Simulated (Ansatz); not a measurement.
Nudged elastic band run: C2H9FGe2

Input:

```yaml
crystal:
  periodic: [false, false, false]
  atoms:
    - { symbol: C, position_ang: [-1.394896, 1.273278, 1.081363] }
    - { symbol: Ge, position_ang: [0.44687, 0.598774, 1.129408] }
    - { symbol: C, position_ang: [0.628206, -1.044694, 0.048642] }
    - { symbol: Ge, position_ang: [0.485986, -0.875091, -1.881446] }
    - { symbol: F, position_ang: [0.568661, -2.476272, -2.545871] }
    - { symbol: H, position_ang: [-2.089173, 0.519238, 1.457038] }
    - { symbol: H, position_ang: [-1.489804, 2.164501, 1.703499] }
    - { symbol: H, position_ang: [-1.691505, 1.534895, 0.064078] }
    - { symbol: H, position_ang: [1.408488, 1.67343, 0.587704] }
    - { symbol: H, position_ang: [0.848929, 0.274262, 2.577512] }
    - { symbol: H, position_ang: [-0.130412, -1.75874, 0.380675] }
    - { symbol: H, position_ang: [1.600855, -1.492531, 0.268182] }
    - { symbol: H, position_ang: [1.65569, -0.108396, -2.500346] }
    - { symbol: H, position_ang: [-0.860896, -0.311855, -2.341738] }
basis:
  gaussian: { orbitals: def2-SVP }
hamiltonian:
  xc: hf
neb:
  order_check: false
  images: 7
  f_tol: 0.03
  max_iterations: 50
  final_atoms:
    - { symbol: C, position_ang: [-0.9340784, 1.78648929, 0.81490565] }
    - { symbol: Ge, position_ang: [0.08278322, 0.19254525, 1.33941528] }
    - { symbol: C, position_ang: [1.06405196, -0.56126407, -0.20010708] }
    - { symbol: Ge, position_ang: [0.02080515, -1.38449784, -1.61719472] }
    - { symbol: F, position_ang: [1.13734137, -1.92332716, -2.8321799] }
    - { symbol: H, position_ang: [-1.68249121, 1.5435738, 0.05837352] }
    - { symbol: H, position_ang: [-1.44886804, 2.2111668, 1.67808452] }
    - { symbol: H, position_ang: [-0.26829137, 2.54835908, 0.40523763] }
    - { symbol: H, position_ang: [1.10160779, 0.55552547, 2.43220913] }
    - { symbol: H, position_ang: [-0.8743171, -0.87414318, 1.9043552] }
    - { symbol: H, position_ang: [1.75943858, -1.31666854, 0.17509488] }
    - { symbol: H, position_ang: [1.67004419, 0.23319112, -0.64371571] }
    - { symbol: H, position_ang: [-0.91394245, -0.40250547, -2.32820842] }
    - { symbol: H, position_ang: [-0.7270847, -2.63764556, -1.15756998] }
  initial_path:
    images:
      - { positions_ang: [[-1.394896, 1.273278, 1.081363], [0.44687, 0.598774, 1.129408], [0.628206, -1.044694, 0.048642], [0.485986, -0.875091, -1.881446], [0.568661, -2.476272, -2.545871], [-2.089173, 0.519238, 1.457038], [-1.489804, 2.164501, 1.703499], [-1.691505, 1.534895, 0.064078], [1.408488, 1.67343, 0.587704], [0.848929, 0.274262, 2.577512], [-0.130412, -1.75874, 0.380675], [1.600855, -1.492531, 0.268182], [1.65569, -0.108396, -2.500346], [-0.860896, -0.311855, -2.341738]] }
      - { positions_ang: [[-1.29852104, 1.28918383, 0.93936564], [0.43852052, 0.54720672, 1.17214706], [0.70515365, -1.04605605, 0.06257047], [0.37338157, -0.87429482, -1.80815044], [0.56192837, -2.39898923, -2.58026339], [-2.03729976, 0.5682985, 1.16117921], [-1.45881116, 2.16708204, 1.58031709], [-1.43263523, 1.61964859, -0.05977309], [1.4571157, 1.59203856, 0.83793055], [0.6192538, 0.15611553, 2.60229747], [0.09393011, -1.82402867, 0.43797092], [1.71866725, -1.35067312, 0.17849533], [1.28006686, 0.03877984, -2.42365894], [-1.03375164, -0.51351272, -2.07172789]] }
      - { positions_ang: [[-1.20214608, 1.30508966, 0.79736827], [0.43017104, 0.49563943, 1.21488613], [0.78210131, -1.04741809, 0.07649895], [0.26077714, -0.87349864, -1.73485488], [0.55519574, -2.32170646, -2.61465579], [-1.98542652, 0.617359, 0.86532042], [-1.42781832, 2.16966308, 1.45713519], [-1.17376547, 1.70440217, -0.18362419], [1.50574341, 1.51064712, 1.0881571], [0.3895786, 0.03796907, 2.62708295], [0.31827222, -1.88931735, 0.49526684], [1.8364795, -1.20881524, 0.08880867], [0.90444371, 0.18595569, -2.34697188], [-1.20660727, -0.71517045, -1.80171777]] }
      - { positions_ang: [[-1.10577112, 1.32099549, 0.65537091], [0.42182156, 0.44407215, 1.25762519], [0.85904896, -1.04878014, 0.09042742], [0.14817271, -0.87270245, -1.66155932], [0.54846311, -2.24442368, -2.64904818], [-1.93355329, 0.66641951, 0.56946162], [-1.39682548, 2.17224412, 1.33395328], [-0.9148957, 1.78915576, -0.30747528], [1.55437111, 1.42925567, 1.33838365], [0.1599034, -0.0801774, 2.65186842], [0.54261433, -1.95460602, 0.55256276], [1.95429174, -1.06695736, -0.000878], [0.52882057, 0.33313153, -2.27028481], [-1.37946291, -0.91682817, -1.53170766]] }
      - { positions_ang: [[-1.00939616, 1.33690132, 0.51337354], [0.41347208, 0.39250486, 1.30036426], [0.93599661, -1.05014218, 0.10435589], [0.03556828, -0.87190627, -1.58826375], [0.54173048, -2.16714091, -2.68344057], [-1.88168005, 0.71548001, 0.27360283], [-1.36583265, 2.17482516, 1.21077137], [-0.65602594, 1.87390934, -0.43132637], [1.60299882, 1.34786423, 1.5886102], [-0.0697718, -0.19832386, 2.67665389], [0.76695644, -2.0198947, 0.60985867], [2.07210399, -0.92509948, -0.09056467], [0.15319742, 0.48030738, -2.19359775], [-1.55231854, -1.1184859, -1.26169755]] }
      - { positions_ang: [[-0.99056672, 1.44929831, 0.58875657], [0.33079987, 0.34251496, 1.31012702], [0.96801045, -0.92792265, 0.02824015], [0.03187749, -1.00005416, -1.5954965], [0.6906332, -2.10618747, -2.72062541], [-1.83188284, 0.92250346, 0.2197955], [-1.3865915, 2.18391057, 1.32759966], [-0.55909229, 2.04252178, -0.22218537], [1.47765106, 1.14977954, 1.79950993], [-0.27090813, -0.36727869, 2.48357922], [1.01507698, -1.84408816, 0.50116773], [1.97158904, -0.63552683, -0.22885243], [-0.11358754, 0.25960416, -2.22725042], [-1.34601008, -1.49827581, -1.23566566]] }
      - { positions_ang: [[-0.97173728, 1.5616953, 0.6641396], [0.24812765, 0.29252505, 1.31988977], [1.00002429, -0.80570312, -0.04787559], [0.02818671, -1.12820205, -1.60272924], [0.83953593, -2.04523403, -2.75781024], [-1.78208563, 1.12952691, 0.16598818], [-1.40735034, 2.19299598, 1.44442795], [-0.46215865, 2.21113421, -0.01304437], [1.35230331, 0.95169485, 2.01040967], [-0.47204445, -0.53623352, 2.29050454], [1.26319751, -1.66828162, 0.39247678], [1.87107409, -0.34595418, -0.36714019], [-0.38037251, 0.03890095, -2.26090309], [-1.13970162, -1.87806573, -1.20963377]] }
      - { positions_ang: [[-0.95290784, 1.6740923, 0.73952262], [0.16545543, 0.24253515, 1.32965253], [1.03203812, -0.68348359, -0.12399133], [0.02449593, -1.25634995, -1.60996198], [0.98843865, -1.98428059, -2.79499507], [-1.73228842, 1.33655035, 0.11218085], [-1.42810919, 2.20208139, 1.56125623], [-0.36522501, 2.37974664, 0.19609663], [1.22695555, 0.75361016, 2.2213094], [-0.67318077, -0.70518835, 2.09742987], [1.51131805, -1.49247508, 0.28378583], [1.77055914, -0.05638153, -0.50542795], [-0.64715748, -0.18180226, -2.29455575], [-0.93339316, -2.25785564, -1.18360187]] }
      - { positions_ang: [[-0.9340784, 1.78648929, 0.81490565], [0.08278322, 0.19254525, 1.33941528], [1.06405196, -0.56126407, -0.20010708], [0.02080515, -1.38449784, -1.61719472], [1.13734137, -1.92332716, -2.8321799], [-1.68249121, 1.5435738, 0.05837352], [-1.44886804, 2.2111668, 1.67808452], [-0.26829137, 2.54835908, 0.40523763], [1.10160779, 0.55552547, 2.43220913], [-0.8743171, -0.87414318, 1.9043552], [1.75943858, -1.31666854, 0.17509488], [1.67004419, 0.23319112, -0.64371571], [-0.91394245, -0.40250547, -2.32820842], [-0.7270847, -2.63764556, -1.15756998]] }
```

Command:

```bash
$ ansatz run input.yaml --threads 2 --pin off --max-ram 3072MiB --backend cpu --events-out ev --progress --plain --runs-dir out
```

Output, in part (warnings, iteration lines, the closing report on the highest movable image, with atoms numbered from 0):

```
NEB end point (image 0): max|allowed force component| = 9.851e-3 eV/Å (the criterion of neb.relax_end_points is 1.000e-2)
NEB end point (image 8): max|allowed force component| = 1.179e-2 eV/Å (the criterion of neb.relax_end_points is 1.000e-2)
NEB iter   1: max|band force component| = 3.597e0 eV/Å  barrier→ = 1.0881 eV  barrier← = 1.0878 eV  Δτ_max = 0.2000 Å  (305 SCF iters)
NEB iter   2: max|band force component| = 8.439e-1 eV/Å  barrier→ = 0.1502 eV  barrier← = 0.1499 eV  Δτ_max = 0.1813 Å  (216 SCF iters)
NEB iter   3: max|band force component| = 6.149e-1 eV/Å  barrier→ = 0.0866 eV  barrier← = 0.0863 eV  Δτ_max = 0.0535 Å  (225 SCF iters)
NEB iter   4: max|band force component| = 1.024e-1 eV/Å  barrier→ = 0.0586 eV  barrier← = 0.0583 eV  CI = image 4  Δτ_max = 0.0470 Å  (230 SCF iters)
NEB iter   5: max|band force component| = 5.530e-2 eV/Å  barrier→ = 0.0547 eV  barrier← = 0.0544 eV  CI = image 4  Δτ_max = 0.0647 Å  (229 SCF iters)
NEB iter   6: max|band force component| = 4.967e-2 eV/Å  barrier→ = 0.0540 eV  barrier← = 0.0537 eV  CI = image 4  Δτ_max = 0.0891 Å  (220 SCF iters)
NEB iter   7: max|band force component| = 4.351e-2 eV/Å  barrier→ = 0.0539 eV  barrier← = 0.0536 eV  CI = image 4  Δτ_max = 0.0870 Å  (222 SCF iters)
NEB iter   8: max|band force component| = 6.529e-2 eV/Å  barrier→ = 0.0539 eV  barrier← = 0.0536 eV  CI = image 4  Δτ_max = 0.0153 Å  (212 SCF iters)
NEB iter   9: max|band force component| = 1.458e-2 eV/Å  barrier→ = 0.0539 eV  barrier← = 0.0536 eV  CI = image 4  Δτ_max = 0.0000 Å  (446 SCF iters)
Total energy: -117839.49859016 eV, -4330.5216987074 hartree
Atom 0 at    -1.066428     1.562813     0.676869 Å, force     0.000031    -0.000518    -0.000419 eV/Å
Atom 1 at     0.382869     0.413113     1.341736 Å, force    -0.000611    -0.002328    -0.000027 eV/Å
Atom 2 at     0.922745    -0.981714     0.038579 Å, force     0.000589     0.001910    -0.000854 eV/Å
Atom 3 at     0.010566    -1.047793    -1.675129 Å, force     0.001955    -0.001627     0.001064 eV/Å
Atom 4 at     0.715636    -2.351873    -2.577513 Å, force    -0.000689     0.000646     0.000451 eV/Å
Atom 5 at    -1.964544     0.981740     0.459193 Å, force     0.000445    -0.000520     0.000132 eV/Å
Atom 6 at    -1.323707     2.307775     1.431393 Å, force     0.000353     0.000413     0.000207 eV/Å
Atom 7 at    -0.767056     2.092533    -0.229408 Å, force    -0.000375     0.000718    -0.000327 eV/Å
Atom 8 at     1.609210     1.283301     1.662543 Å, force    -0.000742     0.000147     0.000078 eV/Å
Atom 9 at    -0.076837    -0.278789     2.635547 Å, force     0.000856     0.000551     0.000890 eV/Å
Atom 10 at     0.799845    -1.958897     0.511378 Å, force    -0.000527     0.000282    -0.000366 eV/Å
Atom 11 at     1.989909    -0.866001    -0.164717 Å, force     0.000091    -0.000026     0.000275 eV/Å
Atom 12 at     0.230730     0.204430    -2.526412 Å, force     0.000041    -0.000395    -0.000170 eV/Å
Atom 13 at    -1.475938    -1.389839    -1.555358 Å, force    -0.001417     0.000746    -0.000933 eV/Å
Dipole moment:    -0.172705     0.388721     0.335565 e Å
```

The run converged. A vibrational analysis at the climbing image gives one clearly imaginary mode, 69i cm⁻¹: a first-order saddle point.

Final band (atoms are numbered from 1 in the order of the input):

| image | path coordinate (Å) | energy (eV) | dihedral C1–Ge2–C3–Ge4 (°) |
| --- | --- | --- | --- |
| 0 | 0.00 | 0.000 | 69 |
| 1 | 0.92 | 0.003 | 58 |
| 2 | 1.84 | 0.015 | 41 |
| 3 | 2.76 | 0.040 | 21 |
| 4 | 3.68 | 0.054 | 0 |
| 5 | 4.58 | 0.041 | -20 |
| 6 | 5.48 | 0.017 | -40 |
| 7 | 6.38 | 0.004 | -56 |
| 8 | 7.28 | 0.000 | -69 |

Run time: 4 min on 2 threads of Arm Neoverse V2, on a shared host, peak memory 0.51 GiB.
